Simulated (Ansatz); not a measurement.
A run for Ansatz (a program for electronic structure): U-BLYP/def2-TZVPP on COOs (SMILES [O+]#[C-]->[Os]), 2S+1 = 5, a spin state set in the input, which need not be the lowest. Elements past Kr take the def2 small-core potentials; no spin–orbit coupling.

Ansatz 0.2 input:
```yaml
crystal:
  periodic: [false, false, false]
  atoms:
    - {symbol: Os, position_ang: [-1.06268202, -0.88922201, -0.95743055]}
    - {symbol: O, position_ang: [0.89449951, 0.69768209, 0.81073267]}
    - {symbol: C, position_ang: [0.13501379, 0.23901152, 0.07647825]}
basis:
  gaussian:
    orbitals: def2-TZVPP
hamiltonian:
  xc: {name: BLYP}
magnetization: {spin_polarized: true, initial_magnetization: 4}
```

The head of its log:

```
WARN ansatz: RAYON_NUM_THREADS=1 ignored (pool sized by the plan → 1); use --threads N
Functional definition: BLYP
integrals: 0.03 GiB planned
670 factors; their error is unknown
mean field: 0.37 GiB planned
mean field evaluation 1: about -5532.5700 eV, gradient 6.0e1 eV
mean field evaluation 2: about -5088.2791 eV, gradient 2.2e2 eV
```

Task: Predict the final total energy.

Result: -203.9337 hartree.
